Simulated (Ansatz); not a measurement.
Cost and result up the ladder for Cu5Te (6 atoms). Total charge 0; doublet. Geometry: PBE-D4/def2-SVP.

```xyz
6

Cu    1.613    0.449    0.305
Cu    0.346   -0.377   -1.587
Cu   -1.032   -2.217   -1.112
Cu   -0.363    1.589   -0.356
Cu   -0.600   -0.691    0.611
Te    0.036    1.248    2.139
```

Ansatz on 4 threads of Arm Neoverse V1 on a shared host. Times are rough, and most runs start from the orbitals of an earlier one. PBE0-D4/def2-SVP serves as the yardstick here, not as an exact answer. Differences are given only for rows in sets of like size (and for xTB, whose basis is part of the method), since another set adds its own error. Binding counts from free atoms at the same level (Cu doublet, Te triplet; other spins of the atoms weren't run), without zero-point energy or a counterpoise term.

In the def2 sets Te takes a core potential; there is no spin–orbit coupling. Correlated methods freeze 49 core orbitals; core or outer-core shells of Te are correlated, in sets that lack core-valence functions. No other spin state of charge 0 was run. Another isomer (doublet) lies 0.24 eV lower at PBE0-D4/def2-SVP; other spin states weren't run for this one.

Second-order perturbation terms are unreliable where d shells bring near-degenerate states, and here MP2/def2-TZVP lies more than 0.4 eV from the median of the functionals without such a term.

Correlated methods converge slowly with the basis.

| level | functions | wall time | binding energy per atom (eV) | difference from PBE0-D4/def2-SVP (eV) | remarks |
| --- | --- | --- | --- | --- | --- |
| PBE-D4/def2-SVP (with forces) | 181 | 11 s | 2.52 | 0.38 | – |
| HF/def2-SVP | 181 | 15 s | 0.74 | -1.40 | – |
| PBE0-D4/def2-SVP | 181 | 23 s | 2.14 | 0.00 | – |
| r2SCAN-D4/def2-SVP | 181 | 27 s | 2.53 | 0.38 | – |
| B97M-V/def2-SVP | 181 | 43 s | 2.33 | 0.19 | – |
| MP2/def2-TZVP | 275 | 48 s | 1.77 | – | spin-contaminated (⟨S²⟩ 0.83) |
